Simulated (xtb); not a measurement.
F4Ta (SMILES [F][Ta]([F])([F])[F]), doublet, geometry from GFN2-xTB (such geometries of metal compounds can be far from the true shape) (the multiplicity is a formal guess).

Input for xtb:
```
$ xtb mol.xyz --gfn 0 --uhf 1 --alpb acetone --json

# file mol.xyz
5

Ta     0.00000000     0.00000000    -0.00000000
F      0.51886739     1.16694161    -1.28956491
F      0.10389302    -1.25026783     1.31148402
F     -0.44161278    -1.25382413    -1.23566053
F     -0.18114763     1.33715035     1.21374142
```

Question: Predict the total energy from xtb 6.7.1 with GFN0-xTB with ALPB(acetone).

Answer: -17.5361 Eh

Question: What partial charges in atom order does GFN0-xTB with ALPB(acetone) give?

Answer: Ta1 0.59, F2 -0.15, F3 -0.15, F4 -0.15, F5 -0.15
